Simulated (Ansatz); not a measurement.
Geometry optimisation, Ansatz, UKS PBE/def2-SVP.

Input:

```yaml
crystal:
  periodic: [false, false, false]
  atoms:
    - { symbol: B, position_ang: [-1.363177, -1.114191, 0.34823] }
    - { symbol: Cl, position_ang: [-2.598812, -0.558129, -0.870591] }
    - { symbol: Cl, position_ang: [-0.186684, -2.337031, -0.111058] }
    - { symbol: Cl, position_ang: [-1.48811, -0.563596, 2.009069] }
    - { symbol: H, position_ang: [-0.287196, 0.673522, -0.56102] }
    - { symbol: Si, position_ang: [1.119137, 0.907347, -0.273736] }
    - { symbol: H, position_ang: [1.440121, 2.354872, -0.560967] }
    - { symbol: H, position_ang: [1.407379, 0.612109, 1.17401] }
    - { symbol: H, position_ang: [1.957441, 0.024896, -1.153937] }
magnetization:
  spin_polarized: true
basis:
  gaussian: { orbitals: def2-SVP }
hamiltonian:
  xc: pbe
relax:
  f_tol: 0.03
  max_steps: 50
```

Launched with:

```bash
$ ansatz run input.yaml --threads 4 --pin off --max-ram 5120MiB --backend cpu --events-out ev --progress --plain --runs-dir out
```

Task: Where does it end, and by what steps?

Result: The run converged. The force dipped under the threshold on the way, but the program's further checks kept it going. After 11 steps the energy has fallen by 0.223 eV; Cl2 moved furthest, 0.56 Å.

```tsv
step	energy less start (eV)	largest force component (eV/Å)	accepted
0	0.0000	1.191	yes
1	-0.1084	0.622	yes
2	-0.1401	0.662	yes
3	-0.1856	0.515	yes
4	-0.2109	0.262	yes
5	-0.2199	0.056	yes
6	-0.2226	0.007	yes
7	-0.2215	0.137	no
8	-0.2229	0.045	yes
9	-0.2230	0.034	yes
10	-0.2229	0.064	no
11	-0.2232	0.014	yes
```

```xyz
9
Properties=species:S:1:pos:R:3
B -1.723 -1.402 0.474
Cl -2.955 -0.957 -0.690
Cl -0.367 -2.401 -0.022
Cl -1.843 -0.856 2.135
H -0.046 1.086 -0.854
Si 1.379 1.121 -0.379
H 1.905 2.525 -0.492
H 1.437 0.679 1.056
H 2.212 0.203 -1.228
```

Time of the run: 37 s on 4 threads of Arm Neoverse N1, on a shared host, peak memory 0.19 GiB.
